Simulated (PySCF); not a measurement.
BLYP on Ti⁻ (titanium, charge -1), [Ar] 3d3 4s2, high-spin 4F determinant. Computed with PySCF 2.14 in aug-cc-pVDZ (7s6p4d2f, 59 functions), with no relativity, point nucleus.

```
cycle= 1 E= -849.397762702456  delta_E= -0.0188  |g|= 0.103  |ddm|= 3.46
cycle= 2 E= -849.361698549269  delta_E= 0.0361  |g|= 0.23  |ddm|= 0.961
cycle= 3 E= -849.390910924385  delta_E= -0.0292  |g|= 0.11  |ddm|= 0.953
cycle= 4 E= -849.399663598645  delta_E= -0.00875  |g|= 0.0643  |ddm|= 0.132
cycle= 5 E= -849.40445280307  delta_E= -0.00479  |g|= 0.00281  |ddm|=  0.2
cycle= 6 E= -849.40446032559  delta_E= -7.52e-06  |g|= 0.000158  |ddm|= 0.0133
cycle= 7 E= -849.404460385947  delta_E= -6.04e-08  |g|= 3.66e-05  |ddm|= 0.000978
cycle= 8 E= -849.404460387383  delta_E= -1.44e-09  |g|= 1.35e-06  |ddm|= 0.000111
cycle= 9 E= -849.404460387386  delta_E= -2.96e-12  |g|= 1.65e-07  |ddm|= 3.17e-06
converged SCF energy = -849.404460387386  <S^2> = 3.7684707  2S+1 = 4.0092247
```

Highest occupied orbital energy: 2.045 eV; ⟨L²⟩ = 12.00; populations by l: s 8.00, p 12.00, d 3.00, f 0.00.

Problem. Can this result be used?

Solution. With care. The run converged. At BLYP the highest occupied level has a positive energy, so only the finite basis holds that electron; in a semilocal or global hybrid functional this comes from self-interaction and does not mean that the real anion is unbound.
